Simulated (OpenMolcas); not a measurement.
A calculation on Sb3+.

```json
{
  "Program": "OpenMolcas 26.06",
  "Method": "SS-CASPT2, IPEA 0.25 Eh, imaginary shift 0.1 Eh (closed shells correlated: 4d)",
  "Basis": "ANO-RCC-VTZP [7s6p4d2f1g]",
  "Scalar Hamiltonian": "DKH2, point nucleus",
  "Active space": "2 electrons in 4 orbitals (5s 5p)",
  "State averaging": "2S+1 = 3 even, 3 roots; 2S+1 = 1 even, 7 roots; 2S+1 = 3 odd, 3 roots; 2S+1 = 1 odd, 3 roots",
  "Spin-orbit coupling": "state interaction with AMFI integrals over the reference wave functions, term energies averaged over their components"
}
```

Task: Which level of the active space comes out lowest?

Result: 5s2 1S0, with 100 % of that term; it is also the measured ground level.

Task: How high does 5s 5p 3P* 1 lie?

Result: 8.277 eV above the lowest level; measured 8.2697 eV above the ground level, so the calculation is off by 0 %.

Task: How high does 5p2 3P1 lie?

Result: 19.450 eV above the lowest level; measured 19.3896 eV above the ground level, so the calculation is off by 0 %.

Task: How high does 5s 5p 3P* 0 lie?

Result: 8.018 eV above the lowest level.

Task: The level at 20.427 eV has J = 2. What is it made of, and what is its g factor?

Result: 51 % 5p2 3P2, 49 % 5p2 1D; g = 1.253, against 1.501 from Landé's formula for the pure leading term.

Measured values: Moore, Atomic Energy Levels, vol. III, NSRDS-NBS 35 (1971 reprint of NBS Circular 467, 1958).

CASPT2 breaks the degeneracy within a term, and the mean is taken; among the terms shown or strongly mixed into the levels shown the widest spread is 14 cm-1 (5p2 1D). Over all roots computed the reference weight is 0.89 to 0.95; the roots of lowest weight are the least certain, and an intruder state may touch them. The ¹D term of p² mixes with s d, which this space lacks. Computed and measured levels are paired by configuration, term and J; levels that our copy of the source lacks, or whose pairing is in doubt (as where it misses far off the trend of its configuration), stay unpaired and out of the deviations. Levels of configurations outside the active space are missing.

* marks odd parity.
